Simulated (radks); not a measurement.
Results of a calculation; reference values are marked as such.
Species: the promethium ion Pm6+. Configuration: [Kr] 4d10 4f3 5s2 5p4 (the NIST ground configuration).

Level of theory: scalar-relativistic Kohn-Sham, PBE, spin-polarised, spherical densities, finite nucleus; open shells are filled with parallel spins first (spin-orbit coupling, left out, can overturn this in heavy ions); Fermi nuclear charge, rms radius 4.962 fm (a radial shooting solver on a logarithmic mesh with Libxc functionals).

Energy parts (hartree):
total: -10011.4382
kinetic: 10677.9023
electron-nucleus: -24171.2874
Hartree: 3707.7462
exchange-correlation: -225.7994

Orbitals (lengths in bohr, moments of r in powers of bohr; <r^-3> diverges for s and p1/2; r(max) is where P^2 peaks):
orbital  occ.  eigenvalue (hartree)   r(max)  <r^-3>      <r^4>      <r^2>
1s up       1             -1657.521  0.01479       -  1.417e-06  0.0007318
1s down     1             -1657.515  0.01479       -  1.417e-06  0.0007317
2s up       1             -272.1584  0.08380       -  0.0002296    0.01156
2s down     1             -272.1547  0.08380       -  0.0002296    0.01156
2p up       3             -243.3963  0.06762    9576  0.0001697   0.009262
2p down     3             -243.3906  0.06762    9575  0.0001697   0.009262
3s up       1             -61.89387   0.2386       -   0.009091    0.07758
3s down     1             -61.84785   0.2386       -   0.009071    0.07750
3p up       3             -52.86088   0.2338    1964   0.009504    0.07765
3p down     3             -52.81434   0.2338    1966   0.009479    0.07755
3d up       5             -40.46930   0.1919   267.3   0.007724    0.06572
3d down     5             -40.43228   0.1918   267.7   0.007695    0.06561
4s up       1             -14.85937   0.5510       -     0.2240     0.3931
4s down     1             -14.74549   0.5510       -     0.2236     0.3929
4p up       3             -11.87885   0.5746   436.3     0.2908     0.4421
4p down     3             -11.76491   0.5745   436.0     0.2899     0.4416
4d up       5              -7.66217   0.5993   49.79     0.4543     0.5322
4d down     5              -7.54588   0.5991   49.83     0.4514     0.5308
5s up       1              -4.27259    1.237       -      5.450      1.967
5s down     1              -4.13559    1.238       -      5.607      1.990
5p up       3              -3.43811    1.362   80.78      8.404      2.429
5p down     1              -3.31017    1.367   78.79      8.828      2.481
4f up       3              -3.10351   0.6109   7.027      1.544     0.8637
4f down     0              -2.97858   0.6103   7.072      1.564     0.8638
5d up       0              -2.31254    1.636   7.591      19.54      3.657
5d down     0              -2.21199    1.661   7.089      21.45      3.825
6s up       0              -1.86661    2.559       -      77.79      7.591
6s down     0              -1.81948    2.587       -      82.18      7.797

The highest occupied level is 4f up at -84.451 eV. The density falls to 0.001 e/bohr^3 at r = 2.94 bohr. For comparison, the ionisation energy in NIST's Atomic Spectra Database is 101 eV (theoretical). In exact Kohn-Sham theory the highest level is minus the ionisation energy, but local and semilocal functionals leave it too shallow, through self-interaction and a potential that decays too fast; potentials with the right tail come closer. The electron density at the nucleus is 5.139e+05 e/bohr^3 (large components only). Summed over all electrons, <r^2> = 26.42 bohr^2, which gives a Langevin (diamagnetic) susceptibility term of -20.9 x 10^-6 cm^3/mol.
